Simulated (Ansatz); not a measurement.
Coupled-cluster diagnostics for Ta₄⁺, Ansatz.

Geometry of the doublet (r2SCAN-D4/def2-SVP):

```
atom    x (Å)    y (Å)    z (Å)
 Ta1   0.0557   1.2912  -0.1377
 Ta2   1.4797  -0.2161  -1.4490
 Ta3  -1.4817   0.2163   1.4510
 Ta4  -0.0536  -1.2914   0.1357
```

In the def2 sets Ta takes a core potential; there is no spin–orbit coupling. Correlated methods freeze no core orbitals; core or outer-core shells of Ta are correlated, in sets that lack core-valence functions. Another isomer (doublet) lies 1.53 eV lower at PBE0-D4/def2-TZVP; other spin states weren't run for this one.

Q: Estimate the CCSD(T) correlation energy, the shares of MP2 and (T), T1 and the reference's ⟨S²⟩ for: charge 1, doublet, own geometry in def2-SVP; and the rough time on 4 threads of Arm Neoverse V2 on a shared host.

A: 
```
                          state     basis  correlation (eV)  MP2 share (%)  (T) share (%)     T1  ⟨S²⟩ (pure)  wall time                                              remarks
charge 1, doublet, own geometry  def2-SVP           -32.195           97.3            8.6  0.112  4.74 (0.75)    4.7 min  flagged by the program, large T1, spin-contaminated
```
Customary marks for T1 are 0.02 (closed shells), 0.045 (open shells) and about 0.05 (3d metals). T1 exceeds 0.02 in 1 of 1 rows and 0.045 in 1; the higher it lies, the less the single-reference result can be trusted.
